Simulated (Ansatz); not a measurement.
```xyz
10

C    -1.545   -0.853    0.131
C    -0.620   -0.425   -0.722
Si    0.878    0.475   -0.171
O     0.818    0.618    1.447
Cl    2.577   -0.518   -0.741
Cl    0.984    2.322   -1.051
H    -2.430   -1.386   -0.204
H    -1.454   -0.686    1.200
H    -0.746   -0.611   -1.786
H     1.537    1.064    1.897
```

Total charge 0; spin multiplicity 1.

List the r2SCAN/def2-TZVPP orbital energies in eV (Ansatz). (Estimate.)

Computed: Occupied: -2753.40, -2753.40, -1793.20, -516.45, -273.72, -273.37, -254.81, -254.81, -193.34, -193.34, -193.21, -193.21, -193.20, -193.20, -143.38, -98.29, -98.27, -98.19, -27.14, -21.94, -21.28, -20.37, -15.59, -14.61, -12.34, -12.09, -10.98, -10.80, -9.84, -9.22, -9.01, -8.61, -8.39, -8.07, -7.91, -7.46. Lowest empty: -1.71, 0.22, 0.39, 1.81, 1.93, 2.16, 2.27, 2.91.
